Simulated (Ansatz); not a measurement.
Consider the formal hydrolysis of the Nb–F bond: `[O]=[Nb]([OH])([F])[F]` + H₂O → `[O]=[Nb]([OH])([OH])[F]` + H–F.

Program: Ansatz. Geometries: PBE0-D4/def2-TZVP. ΔE: electronic, gas phase. CCSD(T)/CBS adds triple-zeta CCSD(T) − MP2 to the extrapolated MP2 energy (def2 sets, frozen cores). This one scheme is used for every species. Functionals use def2-TZVPP. B3LYP here is the variant with VWN-RPA as its local correlation; programs differ in this. Elements past krypton have def2 core potentials. For Nb outer-core shells are correlated without core-valence functions, which leaves a few kJ/mol of doubt a bond. Each species was taken in one conformer, which may not be the lowest.

`[O]=[Nb]([OH])([F])[F]`:

Z-matrix (Å, degrees):
```
Nb
O 1 1.878
F 1 1.866 2 110.2
O 1 1.687 2 108.0 3 118.3
F 1 1.866 2 110.2 3 -123.4
H 2 0.959 1 131.0 3 -118.3
```

H₂O:

```xyz
3

O    -0.031   -0.105   -0.374
H    -0.346    0.705    0.034
H     0.377   -0.600    0.339
```

`[O]=[Nb]([OH])([OH])[F]`:

Cartesian coordinates in Å:
```
O 1.612 0.756 0.067
Nb 0.086 0.083 0.361
O -1.207 1.082 -0.589
O 0.085 -1.704 -0.252
F -0.260 0.146 2.203
H -1.103 1.858 -1.141
H 0.788 -2.221 -0.649
```

H–F:

Cartesian coordinates in Å:
```
F 0.377 -0.111 0.239
H -0.377 0.111 -0.239
```

```
        level  ΔE (kJ/mol)
        B3LYP         37.1
HF/def2-QZVPP         37.7
```

(1) What does CCSD(T)/CBS give? (Estimate.)

Largest T1 diagnostic among the species: 0.022, so the coupled-cluster value is less sure than usual.

Results:

(1) Ansatz gave: +29.5 kJ/mol. The listed levels differ from it by 7.6, 8.2 kJ/mol.

At CCSD(T), def2-SVP lies +3.5 kJ/mol from the extrapolated value and def2-TZVPP +0.1 kJ/mol. In def2-TZVPP, CCSD(T) changes the Hartree–Fock value by −6.7 kJ/mol (the triples alone add −0.7 kJ/mol) and MP2 by −8.6 kJ/mol. Leaving LDA and LC-ωPBE aside and taking each functional with its dispersion term where it has one, the values, not all of them listed here, spread over 9.1 kJ/mol, from PBE-QIDH to B97M-V. LDA lies −7.1 kJ/mol from PBE without D4.
